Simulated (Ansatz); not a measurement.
`C[BH][Al]([OH])[F]`. Charge 0, multiplicity 1.

Cartesian coordinates in Å:
```
C 1.400 -0.554 0.775
B -0.137 -0.425 0.917
Al -1.332 0.515 -0.583
O -0.578 1.184 -1.945
F -2.983 0.637 -0.490
H 1.892 0.142 0.095
H 1.949 -0.629 1.717
H 1.494 -1.552 0.303
H -0.661 -0.937 1.868
H -1.045 1.618 -2.658
```

(1) List the harmonic frequencies (cm⁻¹, unscaled) at PBE0-D4/def2-TZVP in Ansatz. (An estimate is asked.)

Answers

(1) The calculation gave: 27i, 87, 143, 216, 226, 283, 396, 484, 519, 622, 775, 803, 828, 895, 1038, 1120, 1297, 1403, 1465, 2584, 2960, 3082, 3143, 3951.
